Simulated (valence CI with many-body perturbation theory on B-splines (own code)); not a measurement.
Questions on Yb37+

Method: relativistic CI+MBPT: five valence electrons over a frozen Dirac-Fock core [Ar] 3d10, a basis of 9 s, 9 p, 8 d, 6 f, 3 g, 1 h functions for each j, with the one-electron correlation potential Σ1, the two-electron term Σ2, the three-electron term Σ3, Breit, model QED; selected CI, second order for the rest (own B-spline code, finite nucleus).

The last digits are not significant, and no measured levels were compared; by estimate large intervals hold to a few tenths of a per cent, small ones and those within an open d or f shell to about a per cent. Among the levels kept, up to 300 cm⁻¹ of a level comes from second order outside the variational space, and about a tenth of that is noise between levels of different J, which matters for small intervals.

Levels are named by their leading jj configuration (3d3/2^4 stands for four electrons in 3d with j = 3/2), which in mixed levels can hold well under half, so a name can repeat and another be missing.

Rates and lifetimes use the calculated energies. Strong lines usually hold to 10 to 20 %, long lifetimes can be off by a factor of two.

Question: What is the ground level?

Answer: (4s^2 4p1/2^2 4p3/2) J=3/2, composition 46 % 4s2 4p3 2P° + 28 % 4s2 4p3 4S° + 26 % 4s2 4p3 2D°, g = 1.375.

Question: Among levels below 2597500 cm⁻¹, which E1 lines absorb most strongly from the ground level?

Answer: to (4s^2 4p1/2 4p3/2 4d3/2) J=5/2 at 5.576 nm, f = 0.746; to (4s^2 4p1/2 4p3/2 4d3/2) J=3/2 at 5.555 nm, f = 0.632; to (4s^2 4p1/2^2 4d5/2) J=5/2 at 7.556 nm, f = 0.308.

Question: Name the longest-lived excited levels whose lifetime is computed, and their main decay.

Answer: (4s^2 4p1/2 4p3/2^2) J=5/2 at 563910 cm⁻¹ lives 1.75 μs, mostly by M1 to (4s^2 4p1/2^2 4p3/2) J=3/2; (4s^2 4p1/2 4p3/2^2) J=1/2 at 614810 cm⁻¹ lives 506 ns, mostly by M1 to (4s^2 4p1/2^2 4p3/2) J=3/2; (4s^2 4p1/2 4p3/2^2) J=3/2 at 523370 cm⁻¹ lives 355 ns, mostly by M1 to (4s^2 4p1/2^2 4p3/2) J=3/2. The lifetime of (4s^2 4p1/2 4p3/2 4d5/2) J=9/2 is too uncertain to give, and may be longer.

Question: Where does the other parity begin?

Answer: At (4s^2 4p1/2^2 4d3/2) J=3/2, 1123300 cm⁻¹.

Question: How well does LS coupling describe the low levels?

Answer: Among the lowest 20 levels the leading LS term, summed over configurations, holds 53 % on average. For single configurations the figures are 49 % in LS and 87 % in jj coupling. Terms mix most in the J = 5/2 level at 1323500 cm⁻¹, where the leading one holds 27 %.

Question: What are the static dipole polarisabilities of the lowest levels?

Answer: (4s^2 4p1/2^2 4p3/2) J=3/2 0.0481 (tensor 0.0032); (4s^2 4p1/2 4p3/2^2) J=3/2 0.0542 (tensor 0.00051) bohr³, of which the core gives 0.00280.

Question: What is the ionisation energy?

Answer: 1670.1 eV; NIST lists 1668 ± 4 eV (theoretical).
